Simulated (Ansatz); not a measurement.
Ansatz (a quantum-chemistry and plane-wave program) input for C₅H₈O₃, SMILES C(OC(C=C)=O)CO, PBE/def2-SVPD. Geometry optimised at PBE0-D3(BJ)/def2-SVP. The values are those of a single conformer.

Ansatz 0.2 input:
```yaml
crystal:
  periodic: [false, false, false]
  atoms:
    - {symbol: C, position_ang: [3.35140053, 0.56640579, 0.21814674]}
    - {symbol: C, position_ang: [2.21699049, 0.70257114, -0.47046059]}
    - {symbol: C, position_ang: [1.00877888, -0.06309682, -0.08287452]}
    - {symbol: O, position_ang: [0.93758730, -0.84088181, 0.83457503]}
    - {symbol: O, position_ang: [-0.01718481, 0.22118344, -0.90130601]}
    - {symbol: C, position_ang: [-1.24259285, -0.45134372, -0.64984878]}
    - {symbol: C, position_ang: [-2.06059155, 0.25627632, 0.42127008]}
    - {symbol: O, position_ang: [-3.30341664, -0.35983591, 0.60134589]}
    - {symbol: H, position_ang: [4.25513374, 1.11894382, -0.04873686]}
    - {symbol: H, position_ang: [3.38863026, -0.11461815, 1.07362071]}
    - {symbol: H, position_ang: [2.12646459, 1.36882747, -1.33195202]}
    - {symbol: H, position_ang: [-1.78265881, -0.44789353, -1.60928920]}
    - {symbol: H, position_ang: [-1.05209437, -1.49084920, -0.34485689]}
    - {symbol: H, position_ang: [-1.52396042, 0.19122334, 1.37943084]}
    - {symbol: H, position_ang: [-2.14573660, 1.33005099, 0.16190336]}
    - {symbol: H, position_ang: [-3.84557842, -0.18428703, -0.17443706]}
basis:
  gaussian:
    orbitals: def2-SVPD
hamiltonian:
  xc: {name: PBE}
```

Program output:

```
Functional definition: PBE
integrals: 0.21 GiB planned
1912 factors; their error is unknown
mean field: 1.38 GiB planned
mean field evaluation 1: about -11420.4592 eV, gradient 8.3e1 eV
mean field evaluation 2: about -11384.4982 eV, gradient 1.6e2 eV
mean field evaluation 4: about -11434.6786 eV, gradient 1.5e1 eV
mean field evaluation 8: about -11435.1104 eV, gradient 2.7e-1 eV
mean field evaluation 16: about -11434.9923 eV, gradient 9.5e-4 eV
mean field -11434.99226259 eV, -420.2282147342 hartree, gradient 6.6e-5 eV, S^2 0.000000; 0 other end points of the search recorded, 0 dependent functions left out
reference -11434.99232033 eV, -420.2282168560 hartree; 31, 31 occupied and 202, 202 virtual orbitals, 1912 factors
Total energy: -11434.99232033 eV, -420.2282168560 hartree
```

Self-consistency was reached.
